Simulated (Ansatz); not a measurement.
Mulliken charges of C₂H₅BFN, SMILES `BC(=N)CF` from B3LYP/def2-TZVPP in Ansatz (PBE0-D4/def2-TZVP geometry).

```json
{"atom": "B1", "x (Å)": "-0.369", "y (Å)": "0.183", "z (Å)": "1.526", "charge (e)": "-0.015"}
{"atom": "C2", "x (Å)": "0.386", "y (Å)": "-0.046", "z (Å)": "0.174", "charge (e)": "0.017"}
{"atom": "N3", "x (Å)": "1.586", "y (Å)": "-0.457", "z (Å)": "0.288", "charge (e)": "-0.244"}
{"atom": "C4", "x (Å)": "-0.354", "y (Å)": "0.059", "z (Å)": "-1.128", "charge (e)": "0.077"}
{"atom": "F5", "x (Å)": "-1.388", "y (Å)": "0.969", "z (Å)": "-1.005", "charge (e)": "-0.243"}
{"atom": "H6", "x (Å)": "-1.371", "y (Å)": "-0.431", "z (Å)": "1.740", "charge (e)": "0.037"}
{"atom": "H7", "x (Å)": "0.084", "y (Å)": "0.914", "z (Å)": "2.350", "charge (e)": "0.054"}
{"atom": "H8", "x (Å)": "1.992", "y (Å)": "-0.723", "z (Å)": "-0.615", "charge (e)": "0.127"}
{"atom": "H9", "x (Å)": "-0.790", "y (Å)": "-0.911", "z (Å)": "-1.392", "charge (e)": "0.094"}
{"atom": "H10", "x (Å)": "0.306", "y (Å)": "0.392", "z (Å)": "-1.935", "charge (e)": "0.094"}
```

Q: By hand: the dipole of these point charges (1 e Å = 4.8032 D).

A: Σ q r = (0.096, -0.230, -0.132) e Å, of length 0.282 e Å = 1.35 D.

Q: How does the dipole of the full density compare? (Estimate.)

A: Ansatz gave: (-0.010, -0.176, -0.377) e Å, 2.00 D; the point charges give 0.68 times that, at 40° from its direction.

Point charges leave out the atoms' own dipoles, such as those of lone pairs, and Mulliken's split depends on the basis, so the two needn't agree.

B3LYP here is the variant with VWN-RPA as its local correlation; programs differ in this.
